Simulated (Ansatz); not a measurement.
Cartesian coordinates in Å:
```
C -0.032 -1.076 -1.468
C -0.320 0.178 -0.656
C 0.559 1.332 -1.113
C -1.792 0.552 -0.744
O -0.020 -0.096 0.696
Hf 0.484 -0.488 2.487
O 2.335 -0.970 2.610
F -0.599 -1.939 3.124
F 0.152 1.061 3.570
H -0.254 -0.913 -2.525
H 1.020 -1.354 -1.376
H -0.643 -1.908 -1.112
H 0.359 1.583 -2.157
H 0.369 2.218 -0.503
H 1.614 1.065 -1.019
H -2.075 0.773 -1.776
H -2.415 -0.270 -0.385
H -1.996 1.434 -0.133
H 3.253 -1.180 2.480
```

Total charge 0; spin multiplicity 1. Hf: def2 effective core potential.

(1) List the CAM-B3LYP/def2-TZVPP orbital energies in eV (Ansatz). (Best estimate.)

Answers

(1) Ansatz gave: Occupied: -672.52, -672.52, -522.46, -522.44, -280.72, -278.65, -278.65, -278.60, -70.11, -39.05, -38.91, -38.79, -32.55, -32.10, -29.34, -28.55, -23.79, -21.27, -21.25, -17.50, -15.91, -15.11, -14.57, -14.56, -13.73, -13.64, -13.26, -13.24, -13.01, -12.92, -12.92, -12.63, -12.44, -11.98, -11.67, -11.65, -11.26, -11.18, -9.96, -9.93. Lowest empty: 0.42, 1.76, 1.94, 1.95, 2.07, 2.25, 2.25, 2.35.
